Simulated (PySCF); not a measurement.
**`O=[P@]12CC[C@H](CC1)C2`, C₆H₁₁OP**

Geometry (Å), atoms numbered from 1 in this order:
```xyz
19

O    -0.383   -2.544    1.368
P    -0.190   -1.272    0.666
C    -1.449   -0.683   -0.534
C    -1.133    0.812   -0.682
C     0.106    1.131    0.174
C     1.371    0.546   -0.477
C     1.341   -0.979   -0.306
C    -0.083    0.370    1.481
H    -2.445   -0.863   -0.126
H    -1.375   -1.232   -1.474
H    -1.974    1.413   -0.331
H    -0.950    1.080   -1.723
H     0.209    2.211    0.308
H     1.419    0.828   -1.530
H     2.253    0.963    0.013
H     2.198   -1.357    0.254
H     1.304   -1.515   -1.255
H     0.767    0.456    2.157
H    -0.995    0.644    2.011
```

Method used: GIAO BHandHLYP/pcSseg-1 magnetisability, rotational g tensor and spin-rotation constants, non-relativistic, gas phase in PySCF. Geometry: GFN2-xTB.

(1) Give the nuclear spin-rotation constants along the inertial axes (H = +C I·J) beside the isotropic shieldings.

(2) How do the rotational constants and the g tensor change when H9, H10, H11, H12, H13, H14, H15, H16, H17, H18, H19 are replaced by deuterium?

Answers

(1) Rotational constants 2.7976, 1.8167, 1.5504 GHz. A star marks the isotopologue with that one atom substituted, in its own axes.
```
atom  isotope  Caa (kHz)  Cbb (kHz)  Ccc (kHz)  mean (kHz)  σ (ppm)
  P2      31P      3.436      3.587      2.777       3.267    285.2
  H9       1H     -0.275      0.012     -0.171      -0.145     30.4
 H10       1H     -0.349     -0.201      0.050      -0.167     30.5
 H11       1H     -0.287     -0.039     -0.106      -0.144     30.1
 H12       1H     -0.159     -0.197     -0.047      -0.134     30.3
 H13       1H     -0.012     -0.208     -0.114      -0.112     30.2
 H14       1H     -0.159     -0.197     -0.047      -0.134     30.3
 H15       1H     -0.287     -0.038     -0.106      -0.144     30.1
 H16       1H     -0.275      0.012     -0.171      -0.145     30.4
 H17       1H     -0.349     -0.200      0.050      -0.167     30.5
 H18       1H     -0.338     -0.064     -0.084      -0.162     30.8
 H19       1H     -0.338     -0.063     -0.085      -0.162     30.8
  O1     17O*     -0.610     -0.143     -0.090      -0.281    253.8
  C3     13C*      0.402      0.259      0.243       0.301    164.7
  C4     13C*      0.495      0.270      0.239       0.335    156.3
  C5     13C*      0.427      0.305      0.238       0.323    157.7
  C8     13C*      0.445      0.273      0.264       0.327    156.8
```
For the geometry as given, no vibrational averaging.

(2) Constants 2.2056, 1.5824, 1.3464 GHz; g -0.0027, -0.0168, -0.0178, against -0.0034, -0.0188, -0.0201 before.
